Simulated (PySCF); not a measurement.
BClH4Si, SMILES B(Cl)[SiH3]. Atoms are numbered in the order given.

```xyz
7

B     -0.7583     0.1757     0.0000
Cl     0.1798     1.6514     0.0000
H     -1.9395     0.3160     0.0000
Si     0.1230    -1.6375     0.0000
H     -0.3247    -2.3917     1.1996
H     -0.3247    -2.3917    -1.1996
H      1.6023    -1.5601     0.0000
```
Charge 0, spin multiplicity 1.

Coordinates come from a B3LYP-D3(BJ)/def2-TZVP optimisation.

Level of theory: PySCF with PBE/def2-TZVPD.

Mulliken values depend strongly on the basis, most of all with diffuse functions as here. ESP charges are fitted to the potential on shells at 1.4 to 2.0 van der Waals radii. Atomic charges (e):

```json
[
 {"atom": "B1", "ESP fit": "(withheld)", "Mulliken": "0.28"},
 {"atom": "Cl2", "ESP fit": "(withheld)", "Mulliken": "-0.19"},
 {"atom": "H3", "ESP fit": "-0.07", "Mulliken": "0.03"},
 {"atom": "Si4", "ESP fit": "0.08", "Mulliken": "-0.04"},
 {"atom": "H5", "ESP fit": "(withheld)", "Mulliken": "-0.03"},
 {"atom": "H6", "ESP fit": "(withheld)", "Mulliken": "-0.03"},
 {"atom": "H7", "ESP fit": "(withheld)", "Mulliken": "-0.03"}
]
```

**Question.** What belongs in the gaps? (The exact figures need the calculation; the answer reports its results.)

**Answer.** 
- B1, ESP fit: 0.20
- Cl2, ESP fit: -0.10
- H5, ESP fit: -0.03
- H6, ESP fit: -0.03
- H7, ESP fit: -0.04
